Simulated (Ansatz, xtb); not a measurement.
## CH10O2Si3: which of two isomers lies lower

We compare a, `CO[SiH](O)[SiH2][SiH3]`, a singlet, with b, `CO[SiH2][SiH](O)[SiH3]`, a singlet. Both are isolated molecules in the gas phase, relaxed with B3LYP-D3(BJ)/def2-SVP, each in the lowest conformer that the search found.

Problem. Estimate which is lower in electronic energy at CCSD(T)/def2-SVP + ΔMP2/def2-TZVPP, and by roughly how much.

Solution. The CCSD(T)/def2-SVP + ΔMP2/def2-TZVPP calculation puts structure a lower, by 0.473 eV.

How the difference moves with the method:

```tsv
level	geometry	E(b) − E(a) (eV)	departure from the last row (eV)	job, with rough time for the two
B3LYP-D3(BJ)/def2-SVP	B3LYP-D3(BJ)/def2-SVP	+0.415	−0.058	optimisation, 4.1 min
HF/def2-SVP	B3LYP-D3(BJ)/def2-SVP	+0.502	+0.029	part of the CCSD(T) run
MP2/def2-SVP	B3LYP-D3(BJ)/def2-SVP	+0.492	+0.019	part of the CCSD(T) run
CCSD(T)/def2-SVP	B3LYP-D3(BJ)/def2-SVP	+0.480	+0.007	single point
CCSD(T)/def2-SVP + ΔMP2/def2-TZVPP	B3LYP-D3(BJ)/def2-SVP	+0.473		single point, 1.9 min
```

As drawn, both hold the same kinds of bond in the same numbers.

None of the levels shown reverses the order. The largest departure from CCSD(T)/def2-SVP + ΔMP2/def2-TZVPP is that of B3LYP-D3(BJ)/def2-SVP, 0.058 eV. No reliable frequencies are at hand for b, so it isn't confirmed as a minimum. Levels run at GFN2-xTB geometries aren't shown. The last row adds to CCSD(T) the change of the MP2 difference between the two basis sets, here −0.007 eV.

The correlated steps freeze 18 core orbitals. Codes used: Ansatz 0.2.0, xtb 6.7.1; the last row on 2 threads of Arm Neoverse V2 on a shared host.
